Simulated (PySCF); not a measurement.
Atoms are numbered as in `[CH2:1]=[C:2]([CH3:3])[SiH2:4][O:5][CH3:6]`; H(Xn) means a hydrogen on atom n. Ha(C1) is cis to C3; Hb(C1) is trans to C3.

Geometry: GFN2-xTB; GIAO shifts from PySCF 2.14, gas phase, non-relativistic, averaged over equivalent atoms.

At HCTH407/6-31G* (108 basis functions, 24 s wall time on 1 thread of an Arm Neoverse V1, shared host):
| atoms | δ (ppm) |
| --- | --- |
| C2 | 131.7 |
| C1 | 117.0 |
| C6 | 52.0 |
| C3 | 25.2 |
| Si4 | -9.3 |
| O5 | -5.7 |
| Ha(C1) | 5.60 |
| Hb(C1) | 5.41 |
| H(Si4) | 5.37 |
| H(C6) | 3.82 |
| H(C3) | 2.00 |

Referencing at the same level of theory: TMS for ¹³C (191.59 ppm) and ²⁹Si (402.02 ppm) and ¹H (32.42 ppm); ¹⁷O (320.40 ppm) against H2O.

Question: Predict the values at PBE0/pcSseg-1 on the same geometry.

Answer: 
| atoms | δ at PBE0/pcSseg-1 | change |
| --- | --- | --- |
| C2 | 153.0 | +21.3 |
| C1 | 133.2 | +16.2 |
| C6 | 54.2 | +2.2 |
| C3 | 26.5 | +1.3 |
| Si4 | -23.5 | -14.2 |
| O5 | -3.2 | +2.5 |
| Ha(C1) | 5.98 | +0.38 |
| Hb(C1) | 5.56 | +0.15 |
| H(Si4) | 4.98 | -0.39 |
| H(C6) | 3.86 | +0.04 |
| H(C3) | 2.08 | +0.08 |

Referencing at the same level of theory: TMS for ¹³C (σref 186.93) and ²⁹Si (σref 349.16) and ¹H (σref 31.72); ¹⁷O (σref 336.08) against H2O.

The largest change is at C2 (fully substituted alkene carbon). Cost: 159 basis functions, 15 s wall time on 1 thread of an Arm Neoverse V1, shared host. The order of the carbon signals is the same at both levels.

Experimental scales use liquid or dissolved standards, which lie at an offset from isolated H2O (liquid H2O: subtract about 36 ppm).
